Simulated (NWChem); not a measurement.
Molecule: CH4AlClO; SMILES C[O][AlH][Cl]

Results from NWChem. Structure relaxed at the PBE0/def2-SVP level. Gas phase, vertical. One conformer.

PBE/def2-SVPD, TDA puts singlet state 4 at 6.14 eV with oscillator strength 0.110.

Task: Give the wavelength, the transition dipole and the radiative lifetime of that state in vacuum.

Result: 
1. λ = 1239.84/6.14 = 202 nm, or 49520 cm⁻¹.
2. f = (2/3) ΔE μ² in atomic units, so μ = √(1.5 f/ΔE) = 0.86 a.u. = 2.17 D.
3. τ = 1.499 s cm⁻² / (f ν²) = 5.6 ns, for a non-degenerate state that emits at the vertical energy; a higher state like this one mostly decays faster by other paths.
